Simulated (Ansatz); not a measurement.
A structure drawn as `[SiH3]OC[SiH2]Cl`, with this starting geometry:

```xyz
12

Si   -1.319   -1.555   -0.181
O     0.159   -1.113   -0.609
C     0.453    0.267   -0.741
Si    1.180    1.264    0.790
Cl    1.543    3.149    0.252
H    -2.354   -1.035   -1.169
H    -1.680   -0.973    1.158
H    -1.455   -3.012   -0.115
H    -0.382    0.841   -1.086
H     1.257    0.343   -1.477
H     0.159    1.211    1.900
H     2.437    0.614    1.279
```

Charge 0, multiplicity 1.

Question: Relax it with Ansatz at PBE-D4/def2-SVP and then PBE0-D4/def2-TZVP. Is the drawn bonding still there?

Answer: Yes, every drawn bond is still there and no new one forms.

Question: Give the relaxed structure. (Estimate.)

Answer: Ansatz gave: 
Z-matrix (Å, degrees):
```
Si
O 1 1.649
H 1 1.480 2 106.4
H 1 1.489 2 110.3 3 -120.2
H 1 1.489 2 110.3 3 120.2
C 2 1.420 1 121.5 3 -179.8
Si 6 1.881 2 106.6 1 -179.8
H 6 1.098 2 111.5 1 -59.6
H 6 1.098 2 111.4 1 60.0
Cl 7 2.060 6 108.0 2 -179.8
H 7 1.481 6 110.6 2 61.6
H 7 1.481 6 110.6 2 -61.3
```
No frequency check was run.

Atoms count as bonded under 1.1 times the sum of their covalent radii (H–H under 0.85 Å, pairs among N, O and F under 1.55 Å), and a drawn bond as lost past 1.3 times.
